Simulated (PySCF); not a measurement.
Ligands exchanged one at a time, Ge Cl-H. All species are isolated molecules in the gas phase. Strings in code marks are SMILES.

The S1–T1 gap (TDA) from two functionals at the same geometries (CAM-B3LYP-D3(BJ)/def2-TZVP), both in PySCF: PBE-D3(BJ)/def2-TZVP and TPSSh-D3(BJ)/def2-TZVP. Excitations are Tamm–Dancoff values on a coarser integration grid. The basis has no diffuse functions, so Rydberg states are missing or too high.

| species | PBE-D3(BJ)/def2-TZVP (eV) | TPSSh-D3(BJ)/def2-TZVP (eV) |
|---|---|---|
| 1 of 4 Cl replaced by H (`[Cl][GeH]([Cl])[Cl]`) | 0.32 | 0.40 |
| 2 of 4 Cl replaced by H | 0.49 | 0.55 |
| 3 of 4 Cl replaced by H | 0.47 | 0.50 |

Over these rows, drawn at random from the members with no instability flagged (it was tested for open shells, ions and some series alone), PBE minus TPSSh-D3(BJ): mean -0.05 eV, from -0.07 eV to -0.02 eV.
